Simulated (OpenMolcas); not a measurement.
Os2+ among 4 point charges of -1.5 e arranged as a tetrahedron (Td), 2.01 Å from the ion.
```
   1.1605    1.1605    1.1605  -1.50
   1.1605   -1.1605   -1.1605  -1.50
  -1.1605    1.1605   -1.1605  -1.50
  -1.1605   -1.1605    1.1605  -1.50
```

| Quantity | Value |
| --- | --- |
| Program | OpenMolcas 26.06 |
| Method | SS-CASPT2, IPEA 0.25 Eh, imaginary shift 0.1 Eh (closed shells correlated: 4f 5s 5p) |
| Basis | ANO-RCC-VDZP [7s6p4d2f1g] |
| Scalar Hamiltonian | DKH2, point nucleus |
| Active space | 6 electrons in 5 orbitals (5d) |
| State averaging | 2S+1 = 5 even, 5 roots; 2S+1 = 3 even, 45 roots; 2S+1 = 1 even, 50 roots |
| Spin-orbit coupling | RASSI with atomic mean-field integrals over the reference wave functions |

(1) What is the spin-free ground state (labels of Td)?

(2) Where is the first state of the same spin?

(3) What are the lowest two levels with spin-orbit coupling?

(4) What is χT at 300 K?

Results:

(1) 5E, 2-fold in its orbital part, 100 % from free-ion D terms; it has the highest spin that d6 allows.

(2) 5T2 at 3350 cm-1 above the ground state.

(3) A 1-fold level A1, then a 3-fold level T1 230 cm-1 above it. Their leading multiplicities are 5 (88 %) and 5 (88 %).

(4) 4.51 cm3 K/mol.

Roots that are degenerate in the reference are averaged as groups; the widest CASPT2 spread within a group is 130 cm-1 (the 3-fold group of multiplicity 5 near 3350 cm-1 above the lowest state of its run). Shifts and gaps below about the spread of the groups concerned are not significant. Spin-orbit coupling mixes the spin-free states strongly: the lowest level takes only 68 % from its leading state, 5E. An orbital doublet at a regular site is open to a Jahn-Teller distortion, which this geometry leaves out. Point charges give a weaker field than real ligands, and real ions of this kind are as a rule low spin; the high spin found here belongs to the model. The ground term spreads over less than 5000 cm-1, several times less than with real ligands, so orbital moments are less quenched and χT lies further from the spin-only value than at real sites. Free-ion shares, where given, are those of the reference states; single-state CASPT2 does not remix them. This is an electrostatic model: the charges have no orbitals. No measured value stands beside these numbers.
